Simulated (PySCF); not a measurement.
From a computed spectrum to the compound

A species of 3 atoms with charge 0 has these harmonic modes (PBE0, small Gaussian bases with core potentials, PySCF 2.14.0):

| cm⁻¹ | km/mol | symmetry |
| --- | --- | --- |
| 138 | 21.2 | a' |
| 318 | 64.3 | a' |
| 837 | 210.5 | a' |

Q: Which species is it, and in which structure?

A: SmOCl (singlet in the valence; each metal's 4f electrons, 5 of them, lie in its core potential, out of spins and levels):
```xyz
3

Sm    0.2617    0.0000   -0.3089
O     1.7770    0.0000    0.7397
Cl   -1.9499    0.0000    1.0038
```
Ideal gas at 298.15 K and 1 bar: S = 316.9 J/(mol K), Cp = 50.6 J/(mol K), H − H(0 K) = 12.9 kJ/mol (rigid rotor, harmonic modes, spin degeneracy alone, that of the 4f electrons in the core included). An lcecp potential fixes the number of 4f electrons, so in runs with it no electron can move into or out of that shell.
 This is one of several that fit.
